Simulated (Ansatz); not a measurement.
Potential energy surface of H₃ (cation, charge +1), singlet: map of symmetric stretch and bend. Scanned: H-H bond length and H-H-H angle.

Cartesian coordinates as functions of the variables (Å; names that start with a are angles):
```
H  0  0  0
H  r*sin(a/2)  0  r*cos(a/2)
H  -r*sin(a/2)  0  r*cos(a/2)
```

Method: RHF/aug-cc-pVDZ (Ansatz, an electronic-structure program).

Energy in eV above the lowest grid point; x is the H-H bond length (Å), y the H-H-H angle (°).

```csv
y \ x,0.74,0.78,0.84,0.86,0.90,0.96,1,1.04,1.09,1.14,1.17
180,2.019,1.891,1.864,1.890,1.980,2.193,2.373,2.574,2.849,3.140,3.320
172.26,2.009,1.881,1.854,1.880,1.970,2.184,2.364,2.566,2.841,3.132,3.313
160.18,1.953,1.824,1.798,1.824,1.916,2.132,2.314,2.518,2.795,3.089,3.271
148.66,1.847,1.719,1.696,1.724,1.819,2.040,2.225,2.432,2.713,3.011,3.195
139.68,1.730,1.603,1.584,1.613,1.711,1.937,2.126,2.337,2.622,2.925,3.111
130.25,1.575,1.449,1.434,1.464,1.566,1.799,1.992,2.208,2.499,2.807,2.997
120.91,1.393,1.267,1.254,1.286,1.391,1.630,1.828,2.049,2.347,2.661,2.855
111.48,1.184,1.056,1.042,1.074,1.182,1.426,1.629,1.854,2.159,2.481,2.679
99.35,0.895,0.755,0.732,0.762,0.869,1.114,1.321,1.551,1.863,2.193,2.397
88.40,0.642,0.479,0.431,0.456,0.554,0.792,0.996,1.226,1.540,1.874,2.081
77.54,0.457,0.248,0.151,0.162,0.238,0.453,0.645,0.867,1.174,1.505,1.711
70,0.422,0.163,0.005,0.000,0.047,0.228,0.404,0.612,0.905,1.225,1.426
```

Points that lie below all their neighbours on the grid: x = 0.86, y = 70 on the edge of the grid (0.000 eV).
